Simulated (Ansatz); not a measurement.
Computed with Ansatz on PBE0-D4/def2-TZVP structures; ΔE is electronic, products minus reactants. CBS: MP2 limit from def2 TZ/QZ plus the TZ coupled-cluster correction, frozen cores. DFT in def2-TZVPP. B3LYP here is the variant with VWN-RPA as its local correlation; programs differ in this. For Ga outer-core shells are correlated without core-valence functions, which leaves a few kJ/mol of doubt a bond. Scalar relativity is left out up to krypton. One conformer a species, not always the lowest.

Consider the substitution at a C–O bond: `CC1=CC(C)=[O+][Al-]([Cl])([Cl])[O]1` + `[OH][Ga]([F])[F]` → `CC1=CC(C)=[O+][Ga-]([F])([F])[O]1` + `[OH][Al]([Cl])[Cl]`.

`CC1=CC(C)=[O+][Al-]([Cl])([Cl])[O]1`:

Z-matrix (Å, degrees):
```
C
C 1 1.488
H 1 1.088 2 112.5
H 1 1.093 2 108.9 3 -122.0
H 1 1.093 2 108.9 3 121.8
C 2 1.394 1 120.9 3 -0.8
O 2 1.278 1 115.4 3 179.3
C 6 1.394 2 123.2 1 180.0
H 6 1.080 2 118.4 1 0.0
Al 7 1.798 2 126.3 1 179.6
C 8 1.488 6 120.9 2 -179.9
O 8 1.278 6 123.7 2 0.1
Cl 10 2.100 7 110.2 2 115.0
Cl 10 2.101 7 110.1 2 -113.7
H 11 1.088 8 112.5 6 0.2
H 11 1.093 8 108.9 6 -121.7
H 11 1.093 8 108.9 6 122.1
```

`[OH][Ga]([F])[F]`:

```xyz
5

O    -1.032   -0.215   -0.847
Ga    0.187   -0.051    0.408
F    -0.061   -0.730    1.977
F     1.683    0.792    0.136
H    -0.778    0.204   -1.674
```

`CC1=CC(C)=[O+][Ga-]([F])([F])[O]1`:

Cartesian coordinates in Å:
```
C -2.246 0.207 -1.412
C -1.080 0.369 -0.497
C -0.078 -0.601 -0.461
C 1.056 -0.558 0.352
C 2.057 -1.661 0.299
O 1.334 0.377 1.176
Ga 0.245 1.889 1.446
F 1.081 3.329 0.915
F -0.406 1.874 3.067
O -1.099 1.433 0.209
H -3.164 0.213 -0.820
H -2.192 -0.709 -1.996
H -2.293 1.069 -2.082
H -0.188 -1.454 -1.114
H 2.156 -2.097 1.296
H 1.786 -2.435 -0.415
H 3.032 -1.242 0.037
```

`[OH][Al]([Cl])[Cl]`:

Z-matrix (Å, degrees):
```
Al
O 1 1.677
Cl 1 2.080 2 121.5
Cl 1 2.070 2 118.5 3 -179.9
H 2 0.956 1 123.2 3 -0.1
```

| level | ΔE (kJ/mol) | difference from CCSD(T)/CBS |
| --- | --- | --- |
| LDA (SPW92) | 20.5 | 2.3 |
| PBE-D4 | 24.2 | 6.0 |
| r2SCAN-D4 | 20.8 | 2.6 |
| r2SCANh-D4 | 20.3 | 2.1 |
| CAM-B3LYP-D4 | 20.8 | 2.6 |
| BLYP | 21.3 | 3.1 |
| r2SCAN | 19.8 | 1.6 |
| PBE0 | 20.8 | 2.6 |
| B3LYP | 19.7 | 1.5 |
| r2SCANh | 19.2 | 1.0 |
| LC-ωPBE | 20.5 | 2.3 |
| HF/def2-SVP | 19.1 | 0.9 |
| MP2/def2-SVP | 21.4 | 3.2 |
| CCSD(T)/def2-SVP | 18.2 | 0.0 |
| HF/def2-TZVPP | 15.0 | -3.2 |
| HF/CBS(def2) | 18.3 | 0.1 |
| CCSD(T)/CBS | 18.2 | 0 |

Largest T1 diagnostic among the species: 0.016.

Leaving LDA and LC-ωPBE aside and taking each functional with its dispersion term where it has one, the values, not all of them listed here, spread over 6.8 kJ/mol, from B2PLYP to revPBE-D4. From BLYP to BHLYP (50 % exact exchange), in def2-TZVPP and without D4, ΔE moves by −3.5 kJ/mol.

CCSD(T)/CBS has its own doubt, a few kJ/mol and more with outer-core shells, so smaller differences from it don't rank the levels.
